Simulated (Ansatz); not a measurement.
Mulliken charges of CH$_{3}$BClFOSi (`FC1OB(Cl)[SiH2]1`) from B3LYP/def2-TZVPP in Ansatz (PBE0-D4/def2-TZVP geometry).

| atom | x (Å) | y (Å) | z (Å) | charge (e) |
| --- | --- | --- | --- | --- |
| F1 | 1.197 | -1.685 | -0.638 | -0.213 |
| C2 | 1.014 | -0.412 | -0.190 | 0.177 |
| O3 | 0.437 | 0.360 | -1.261 | -0.203 |
| B4 | -0.774 | 0.771 | -0.783 | 0.239 |
| Cl5 | -1.831 | 1.786 | -1.711 | -0.122 |
| Si6 | -0.505 | -0.141 | 0.987 | 0.120 |
| H7 | 1.996 | 0.008 | 0.040 | 0.096 |
| H8 | -1.222 | -1.392 | 1.333 | -0.041 |
| H9 | -0.224 | 0.659 | 2.207 | -0.053 |

Q: By hand: the dipole of these point charges (1 e Å = 4.8032 D).

A: Σ q r = (0.067, 0.185, 0.331) e Å, of length 0.385 e Å = 1.85 D.

Q: How does the dipole of the full density compare? (Estimate.)

A: The calculation gave: (0.009, 0.103, 0.443) e Å, 2.19 D; the point charges give 0.84 times that, at 18° from its direction.

Point charges leave out the atoms' own dipoles, such as those of lone pairs, and Mulliken's split depends on the basis, so the two needn't agree.

B3LYP here is the variant with VWN-RPA as its local correlation; programs differ in this.
